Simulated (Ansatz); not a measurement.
`FC1(Br)O[SiH2]1` + HCl → `FC1(Cl)O[SiH2]1` + HBr  (substitution at a C–Br bond)

Isolated molecules relaxed with PBE0-D4/def2-TZVP in Ansatz; ΔE leaves out vibrations. CCSD(T)/CBS is the MP2 limit (def2-TZVPP, def2-QZVPP) plus CCSD(T) − MP2 in def2-TZVPP, frozen cores. This one scheme is used for every species. DFT in def2-TZVPP. B3LYP here is the variant with VWN-RPA as its local correlation; programs differ in this. HSE06 is defined as in plane-wave codes. For Br outer-core shells are correlated without core-valence functions, which leaves a few kJ/mol of doubt a bond. Scalar relativity is left out up to krypton.

```csv
level,ΔE (kJ/mol),difference from CCSD(T)/CBS
LDA (SPW92),-1.0,-4.0
revPBE-D4,3.0,0.0
BLYP-D4,4.2,1.2
r2SCAN-D4,1.6,-1.4
B97M-V,0.9,-2.1
PBE0-D4,1.1,-1.9
B3LYP-D4,2.6,-0.4
r2SCANh-D4,1.1,-1.9
HSE06-D4,1.2,-1.8
BHLYP-D4,1.1,-1.9
CAM-B3LYP-D4,-0.4,-3.4
ωB97X-V,-0.4,-3.4
ωB97M-V,0.1,-2.9
B2PLYP,2.3,-0.7
PBE,1.7,-1.3
revPBE,2.2,-0.8
BLYP,2.3,-0.7
r2SCAN,1.4,-1.6
PBE0,0.2,-2.8
B3LYP,0.9,-2.1
r2SCANh,0.9,-2.1
r2SCAN0,0.1,-2.9
HSE06,0.3,-2.7
BHLYP,-1.1,-4.1
CAM-B3LYP,-1.4,-4.4
LC-ωPBE,-2.2,-5.2
RPA@PBE/def2-TZVPP,4.2,1.2
MP2/def2-SVP,-4.2,-7.2
CCSD/def2-SVP,-7.4,-10.4
CCSD(T)/def2-SVP,-6.5,-9.5
HF/def2-TZVPP,-3.3,-6.3
MP2/def2-TZVPP,5.7,2.7
SCS-MP2/def2-TZVPP,4.4,1.4
CCSD/def2-TZVPP,2.9,-0.1
CCSD(T)/def2-TZVPP,3.7,0.7
HF/def2-QZVPP,-3.6,-6.6
MP2/def2-QZVPP,5.2,2.2
HF/CBS(def2),-3.7,-6.7
MP2/CBS(def2),5.0,2.0
CCSD/CBS(def2),2.2,-0.8
CCSD(T)/CBS,3.0,0
```

Q: What do rigid-rotor, harmonic-oscillator terms from PBE0-D4/def2-TZVP frequencies (298.15 K, 1 bar) make of the CCSD(T)/CBS value? (An estimate is asked.)

A: Ansatz gave: ΔZPE = -0.4 kJ/mol, ΔH = +1.9 kJ/mol, ΔS = -1 J/(mol·K), ΔG = +2.1 kJ/mol.

Largest T1 diagnostic among the species: 0.014.

Leaving LDA and LC-ωPBE aside and taking each functional with its dispersion term where it has one, the values spread over 4.6 kJ/mol, from ωB97X-V to BLYP-D4. At CCSD(T), def2-SVP lies −9.5 kJ/mol from the extrapolated value and def2-TZVPP +0.7 kJ/mol.

CCSD(T)/CBS has its own doubt, a few kJ/mol and more with outer-core shells, so smaller differences from it don't rank the levels.
